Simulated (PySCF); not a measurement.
Compound: C₅H₇O₂ (charge +1).
Cartesian coordinates in Å at the GFN2-xTB level; atoms count from 1:
```
atom  x, y, z in Å
C1     2.9942   -0.0822    0.8978
O2     1.6750   -0.5932    1.1663
C3     0.6833   -0.1296    0.5473
C4     0.0811    0.7285   -0.3608
C5    -0.7165   -0.1659    0.3372
O6    -1.8208   -0.6844    0.6432
C7    -3.0304   -0.2357    0.0031
H8     3.4672   -0.7068    0.1391
H9     2.9604    0.9542    0.5652
H10    3.5479   -0.1668    1.8312
H11    0.1693    1.5081   -1.0836
H12   -2.9674    0.8147   -0.2780
H13   -3.2162   -0.8509   -0.8782
H14   -3.8277   -0.3904    0.7279
```

Structure optimised with GFN2-xTB, isolated species.

Masses are those of the commonest isotopes; rigid-rotor values at the optimised geometry. The values belong to one conformer with, in the numbering `[CH3:1][O:2][c:3]1[cH:4][c+:5]1[O:6][CH3:7]`, C1–O2–C3–C4 -2°, C4–C5–O6–C7 1°.

(1) What are A, B and C (MHz)?

(2) Classify the top.

(3) What does the inertial defect say?

(4) Where do the levels up to J = 2 lie, in cm⁻¹?

(5) Estimate the classical rotational partition function at 25 K, 100 K and 298.15 K.

Results:

(1) Ia = 42.64, Ib = 407.10, Ic = 443.34 u·Å²; 505379 MHz·u·Å²/I gives A = 11853, B = 1241, C = 1140 MHz.

(2) A near-prolate asymmetric top: κ = (2 × 1241 − 11853 − 1140)/(11853 − 1140) = -0.98.

(3) Not planar: Δ = Ic − Ia − Ib = -6.39 u·Å². For a rigid frame Δ = −2 Σ m c², so Σ m c² = 3.20 u·Å² lies off the ab plane, practically all of it from hydrogen. The atom farthest from that plane is 1.04 Å away.

(4) Above 0(0,0):
J = 1: 1(0,1) 0.0794, 1(1,1) 0.4334, 1(1,0) 0.4368
J = 2: 2(0,2) 0.2383, 2(1,2) 0.5889, 2(1,1) 0.5990, 2(2,1) 1.6610, 2(2,0) 1.6610

(5) Point group Cs, symmetry number σ = 1; q = (√π/σ)·√((kT/h)³/(ABC)), k/h = 20836.6 MHz/K: 5150 at 25 K, 41200 at 100 K, 212000 at 298.15 K.

No GFN2-xTB frequencies stand behind this structure, so it isn't proved a minimum. These are rigid-rotor constants of the computed structure; measured ground-state constants (B0) also hold zero-point vibration.
